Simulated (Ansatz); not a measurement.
Computed with Ansatz on PBE0-D4/def2-TZVP structures; ΔE is electronic, products minus reactants. CCSD(T)/CBS adds triple-zeta CCSD(T) − MP2 to the extrapolated MP2 energy (def2 sets, frozen cores). This one scheme is used for every species, atoms too. Functionals use def2-TZVPP. B3LYP here is the variant with VWN-RPA as its local correlation; programs differ in this. Open shells (•) are unrestricted, without spin–orbit coupling. Elements past krypton have def2 core potentials. For Sn outer-core shells are correlated without core-valence functions, so the limit isn't a true one: a few kJ/mol of doubt a bond, and 10 to 20 or more in all where bonds break to atoms. One conformer a species, not always the lowest.

Consider the homolysis of the H–Sn bond: `C[O][SnH2][F]` → H• + `C[O][SnH][F]`•.

```
             level  ΔE (kJ/mol)  difference from CCSD(T)/CBS
       LDA (SPW92)        325.4                         -4.3
         revPBE-D4        283.9                        -45.8
           BLYP-D4        286.2                        -43.5
          B3LYP-D4        303.6                        -26.1
        r2SCANh-D4        301.2                        -28.5
           ωB97M-V        317.0                        -12.7
            revPBE        281.0                        -48.7
           r2SCAN0        305.6                        -24.1
SCS-MP2/def2-QZVPP        330.4                          0.7
     MP2/CBS(def2)        320.2                         -9.5
       CCSD(T)/CBS        329.7                            0
```

(1) What do rigid-rotor, harmonic-oscillator terms from PBE0-D4/def2-TZVP frequencies (298.15 K, 1 bar) make of the CCSD(T)/CBS value? (Best estimate.)

Largest T1 diagnostic among the species: 0.019.

## Answers

(1) The calculation gave: ΔZPE = -21.5 kJ/mol, ΔH = +313.7 kJ/mol, ΔS = 116 J/(mol·K), ΔG = +279.1 kJ/mol. Open shells count their whole term as degenerate.

From PBE to PBE0 (25 % exact exchange), in def2-TZVPP and without D4, ΔE moves by +14.7 kJ/mol. At CCSD(T), def2-SVP lies −16.8 kJ/mol from the extrapolated value and def2-TZVPP −5.4 kJ/mol: correlation converges slowly with the basis, and small sets miss more of it in the bonded molecule than in its fragments. In def2-TZVPP, CCSD(T) changes the Hartree–Fock value by +73.4 kJ/mol (the triples alone add −0.8 kJ/mol) and MP2 by +64.0 kJ/mol; breaking electron pairs costs correlation energy, which Hartree–Fock lacks.
